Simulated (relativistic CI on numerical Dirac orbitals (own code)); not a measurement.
How well does a small relativistic CI reproduce Sc IV?

Calculated at this level of theory: Dirac-Coulomb-Breit CI, separate exchange-only KLI orbitals for each configuration, model QED, valence Slater integrals scaled by 0.85, P86 correlation estimate, and configurations built on the next ion tied to the tabulated ionisation energy (semi-empirical) (own radial code, finite nucleus).

Configuration list (outside the closed core [Ne]): 3s2 3p6, 3s2 3p5 3d, 3s2 3p5 4s, 3s2 3p5 4p, 3s2 3p5 4d, 3s2 3p5 5s, 3s2 3p5 4f, 3s2 3p4 3d2, 3s 3p6 3d, 3p6 3d2, 3s2 3p5 5p, 3s2 3p5 5d, 3s2 3p5 5f, 3s2 3p5 5g, 3s 3p5 3d2, 3s 3p6 4s, 3s 3p6 4p, 3s2 3p4 3d 4s, 3s 3p6 4d, 3s 3p6 5s, 3s 3p6 5p, 3s 3p6 4f, 3s2 3p4 3d 4p, 3s 3p6 5d. Levels of other configurations are missing.

```csv
Configuration,Term (tabulated),J,Measured (cm⁻¹),Computed,Error,Purity (%)
3s2 3p6,1S,0,0.0,0,0,97
3s2 3p5 3d,3P°,0,239723.2,236174,-3549,99
3s2 3p5 3d,3F°,4,250708.2,247969,-2739,99
3s2 3p5 3d,3F°,3,252108.3,249364,-2744,98
3s2 3p5 3d,3D°,1,269426.5,264472,-4955,99
3s2 3p5 4s,3P°,2,333090.8,334454,1363,99
3s2 3p5 4s,3P°,0,337340.1,338759,1419,99
3s2 3p5 4p,3S,1,371735.2,374234,2499,96
3s2 3p5 4p,3D,3,378077.0,380151,2074,99
3s2 3p5 4p,3D,2,378418.6,380576,2158,74
3s2 3p5 4p,3D,1,380148.3,382333,2185,75
3s2 3p5 4p,1P,1,383527.1,385881,2354,58
3s2 3p5 4p,3P,0,384817.8,387114,2296,98
3s2 3p5 4p,3P,1,385570.0,387900,2330,70
3s2 3p5 4p,1S,0,397510.7,400315,2804,95
3s 3p6 3d,3D †,1,429695.7,456094,26398,70
3s 3p6 3d,3D †,2,429842.4,456262,26420,70
3s 3p6 3d,3D †,3,430078.5,456530,26451,70
3s 3p6 3d,1D †,2,442046.0,465848,23802,64
3s2 3p5 4d,3F°,3,443191.3,444615,1423,67
3s2 3p5 4d,1P°,1,453972.7,456607,2634,84
3s2 3p5 5s,2[3/2]°,2,459496.9,460671,1174,99
3s2 3p5 5s,2[3/2]°,1,460426.9,461644,1217,52
3s2 3p5 5s,2[1/2]°,0,463768.9,465003,1234,100
3s2 3p5 5s,2[1/2]°,1,464457.2,465716,1258,52
3s2 3p5 5p,2[1/2],1,474764.4,476258,1494,90
3s2 3p5 5p,2[5/2],3,476818.5,478122,1303,97
3s2 3p5 5p,2[5/2],2,477018.0,478395,1377,60
3s2 3p5 5p,2[3/2],1,477746.6,479236,1489,40
3s2 3p5 5p,2[3/2],2,478213.2,479649,1435,61
3s2 3p5 4f,2[3/2],1,478495.9,480651,2155,83
3s2 3p5 4f,2[9/2],5,478609.5,480488,1878,99
3s2 3p5 4f,2[3/2],2,478767.7,480873,2106,69
3s2 3p5 4f,2[9/2],4,478768.4,480642,1874,52
3s2 3p5 4f,2[5/2],3,479452.9,481557,2104,59
3s2 3p5 4f,2[7/2],3,479908.9,481725,1817,46
3s2 3p5 4f,2[7/2],4,479933.2,481808,1875,55
3s2 3p5 4f,2[5/2],2,480097.9,481902,1804,48
3s2 3p5 5p,2[1/2],0,480286.6,482107,1820,92
3s2 3p5 5p,2[3/2],1,481377.4,482845,1468,64
3s2 3p5 5p,2[1/2],1,481939.9,483426,1486,67
3s2 3p5 5p,2[3/2],2,481975.2,483463,1488,36
3s2 3p5 4f,2[7/2],3,483609.4,485505,1895,53
3s2 3p5 4f,2[7/2],4,483708.0,485597,1889,44
3s2 3p5 4f,2[5/2],3,483962.8,485928,1966,36
3s2 3p5 4f,2[5/2],2,484257.6,486127,1869,58
3s2 3p5 5p,2[1/2],0,484972.9,489182,4209,89
3s2 3p5 5g,2[5/2]°,2,521999.2,522237,238,100
3s2 3p5 5g,2[11/2]°,6,522110.2,522380,270,100
```

Measured levels from Sugar and Corliss, J. Phys. Chem. Ref. Data 9, 473 (1980); pairs were made by configuration, J and term (by order where the table uses no LS term), so strongly mixed levels may be paired wrongly.

Mean error by configuration (cm⁻¹): 3s2 3p5 3d -3497; 3s2 3p5 4s 1391; 3s2 3p5 4p 2338; 3s2 3p5 4d 2029; 3s2 3p5 5s 1221; 3s2 3p5 5p 1757; 3s2 3p5 4f 1936; 3s2 3p5 5g 254. Over the excited levels the mean absolute error is 1948 cm⁻¹ (48 of the 69 excited levels that our extract of the source holds in range could be paired, and the others can miss by more), and the median relative error of those above 1,000 cm⁻¹ is 0.39 %. † marks terms whose computed intervals miss the measured ones by more than a factor of 2.5, or configurations far off the rest, from wrong mixing, a near crossing or a doubtful label or measurement; they are left out of the means.
